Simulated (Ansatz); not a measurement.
A made-up structure of AlBSiH₅O (charge +1), closed shell:

| atom | x (Å) | y (Å) | z (Å) |
| --- | --- | --- | --- |
| Si1 | -0.0189 | -0.0855 | -0.1624 |
| Al2 | -0.8248 | 1.8198 | -1.5070 |
| B3 | 0.6980 | -1.7597 | 1.0444 |
| O4 | 0.9106 | -1.4081 | 2.3079 |
| H5 | -1.7022 | 1.2161 | -2.5915 |
| H6 | -1.5965 | 2.7044 | -0.5414 |
| H7 | 0.4243 | 2.4884 | -2.0575 |
| H8 | 0.8693 | -2.8507 | 0.5882 |
| H9 | 1.2302 | -2.1008 | 2.9026 |

It is relaxed with PBE-D4/def2-SVP and then PBE0-D4/def2-TZVP (Ansatz 0.2.0). Atoms count as bonded within 1.22 times the sum of their covalent radii (H–H: 0.88 Å). The end point is not checked to be a true minimum.

Task: Does its bonding change? (Judge from chemistry; the calculation decides.)

Result: By the calculation: Yes. Formed: Si1–H6, Si1–H7, Al2–O4; broken: Al2–H6, Al2–H7.

Where it ends: The first stage lowers the energy by 4.02 eV in 66 steps. It ends as AlBSiH₅O ([BH]1[OH][AlH][SiH2]1), total charge +1:
Si1  (0.825, 1.196, -0.279)
Al2  (-1.337, 0.258, -0.853)
B3  (0.705, -0.584, 0.714)
O4  (-0.571, -1.088, 0.350)
H5  (-2.759, -0.191, -1.331)
H6  (0.805, 2.390, 0.595)
H7  (1.830, 1.232, -1.364)
H8  (1.361, -1.248, 1.448)
H9  (-0.869, -1.942, 0.703)
(Å)

Labels in which every atom is bracketed show which atoms are joined, not bond orders.

For scale, one of the runs: PBE0-D4/def2-TZVP relaxation, 166 basis functions, launched by `ansatz run in.yaml --threads 2 --pin off --events-out ev --progress --plain --max-ram 4352MiB`. The run took about 30 s on 2 CPU threads of an Arm Neoverse V2 (shared host).
